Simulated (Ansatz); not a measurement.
Molecule: GeCl (charge +1, singlet). 
Coordinates optimised at B3LYP-D3(BJ)/def2-TZVP (Ansatz, an electronic-structure program):
```xyz
2

Cl     0.0000     0.0000    -1.3563
Ge     0.0000     0.0000     0.7205
```
Charge +1, spin multiplicity 1.

Basis-set convergence of Hartree-Fock and MP2 correlation energies (hartree) with Ansatz. Valence correlation only, unless marked. No spin-orbit coupling. Frozen are the shells of the preceding noble gas and the d and f shells that filled before the atom's block. No relativistic terms.

```json
[
 {"basis": "def2-SVP", "functions": "50", "E(HF)": "-2534.21441", "E(corr, MP2)": "-0.19005"},
 {"basis": "def2-TZVPP", "functions": "90", "E(HF)": "-2534.64002", "E(corr, MP2)": "-0.25206"},
 {"basis": "def2-QZVPP", "functions": "159", "E(HF)": "-2534.69493", "E(corr, MP2)": "-0.27524"}
]
```

Extrapolating the two largest sets (X = 3 and 4) as X^-3: E(corr) = (64·(-0.27524) - 27·(-0.25206))/37 = -0.2922 Eh, an estimate of the basis-set limit. The largest set recovers 94.2 % of it, the smallest 65.1 %.
